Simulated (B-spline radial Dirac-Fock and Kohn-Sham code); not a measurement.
**Kα1 satellite and hypersatellite shifts, Ce to Lu**

Model: relaxed Dirac-Fock hole states (ΔSCF) with Breit and QED corrections and a finite nucleus. Program: a radial finite-basis atomic code. Shifts of the K-L3 line in eV with one spectator hole, averages over J within each jj subconfiguration of free neutral atoms, not observable levels.

| Z | element | Kα1 (eV) | 1s hole | 2p3/2 hole | 3d5/2 hole |
| --- | --- | --- | --- | --- | --- |
| 58 | Ce | 34717.0 | +727.5 | +75.1 | +0.68 |
| 59 | Pr | 36023.8 | +745.5 | +77.0 | +1.07 |
| 60 | Nd | 37358.8 | +763.7 | +78.8 | +1.29 |
| 61 | Pm | 38722.8 | +782.2 | +80.5 | +1.51 |
| 62 | Sm | 40116.3 | +801.0 | +82.3 | +1.72 |
| 63 | Eu | 41540.1 | +820.2 | +84.1 | +1.93 |
| 64 | Gd | 42993.5 | +839.6 | +85.8 | +1.99 |
| 65 | Tb | 44479.8 | +859.5 | +87.7 | +2.33 |
| 66 | Dy | 45995.8 | +879.7 | +89.5 | +2.53 |
| 67 | Ho | 47544.3 | +900.3 | +91.3 | +2.72 |
| 68 | Er | 49124.8 | +921.3 | +93.1 | +2.91 |
| 69 | Tm | 50738.6 | +942.6 | +94.9 | +3.10 |
| 70 | Yb | 52385.1 | +964.4 | +96.8 | +3.28 |
| 71 | Lu | 54065.0 | +986.4 | +98.5 | +3.33 |

Values without a named source are computed, but for edge energies of neutral atoms, which are taken from tables.
